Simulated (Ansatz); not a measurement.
Ansatz (a program for electronic structure) input file for Se(OH)(OSiH3) (H4O2SeSi), SMILES O[Se]O[SiH3], CAM-B3LYP/def2-SVPD. Geometry optimised at PBE-D3(BJ)/def2-SVP. The structure was generated by enumeration, and PubChem lists no compound with its InChIKey, so it may never have been made. The values are those of a single conformer.

Ansatz 0.2 input:
```yaml
crystal:
  periodic: [false, false, false]
  atoms:
    - {symbol: Se, position_ang: [-0.16882046, 0.74422074, 0.58492464]}
    - {symbol: O, position_ang: [-1.88595465, 0.16150048, 0.48756381]}
    - {symbol: H, position_ang: [-2.13971971, 0.22305662, -0.45688237]}
    - {symbol: O, position_ang: [0.77056965, -0.80044969, 0.24575415]}
    - {symbol: Si, position_ang: [0.97751585, -1.17752324, -1.40444767]}
    - {symbol: H, position_ang: [-0.35486749, -1.22112936, -2.10813143]}
    - {symbol: H, position_ang: [1.61319216, -2.53618499, -1.43336886]}
    - {symbol: H, position_ang: [1.85914860, -0.17232821, -2.09333171]}
basis:
  gaussian:
    orbitals: def2-SVPD
hamiltonian:
  xc: {name: CAM-B3LYP}
```

Output:

```
WARN ansatz: RAYON_NUM_THREADS=1 ignored (pool sized by the plan → 1); use --threads N
Functional definition: CAM-B3LYP
integrals: 0.10 GiB planned
1330 factors; their error is unknown
integrals: 0.13 GiB planned
509 factors; integrals over basis functions are off by at most 1.9e-5 eV
mean field: 0.95 GiB planned
mean field evaluation 1: about -77368.0428 eV, gradient 6.3e1 eV
mean field evaluation 2: about -77355.7939 eV, gradient 1.0e2 eV
mean field evaluation 4: about -77374.8555 eV, gradient 4.7e0 eV
mean field evaluation 8: about -77374.8979 eV, gradient 3.6e-2 eV
mean field evaluation 16: about -77375.0828 eV, gradient 4.9e-5 eV
mean field -77375.08280126 eV, -2843.4818462316 hartree, gradient 4.9e-5 eV, S^2 0.000000; 0 other end points of the search recorded, 0 dependent functions left out
reference -77375.08294327 eV, -2843.4818514501 hartree; 34, 34 occupied and 109, 109 virtual orbitals, 1330 factors
Total energy: -77375.08294327 eV, -2843.4818514501 hartree
```

Self-consistency was reached.

Cost: very roughly 4 core-seconds.
